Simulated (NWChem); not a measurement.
BHBrCl; SMILES BrBCl

Computed with NWChem. This build's default masses of Se (78.918 u) and Br (79.917 u) are each other's, which moves their modes by up to 0.6 %. B3LYP is NWChem's, with the RPA form of VWN correlation. Each level has its own optimisation; frequencies are unscaled.

| level | r B–H (Å) | r B–Cl (Å) | r B–Br (Å) | highest harmonic frequency (cm⁻¹) | lowest (cm⁻¹) | zero-point energy (kcal/mol) | dipole (D) |
|---|---|---|---|---|---|---|---|
| Hartree-Fock/3-21G | 1.170 | 1.783 | 1.931 | [?] | [?] | 9.4 | [?] |
| B3LYP/3-21G | 1.180 | 1.782 | 1.922 | 2794 | 238 | 9.0 | 0.91 |
| Hartree-Fock/STO-3G | 1.162 | 1.777 | 1.859 | 3266 | 272 | 10.7 | 1.39 |
| PBE0/def2-SVP | 1.200 | 1.737 | 1.896 | 2703 | 238 | 9.0 | 0.34 |

Complete the blanks.


- Hartree-Fock/3-21G, highest harmonic frequency (cm⁻¹): 2913
- Hartree-Fock/3-21G, lowest (cm⁻¹): 246
- Hartree-Fock/3-21G, dipole (D): 1.34
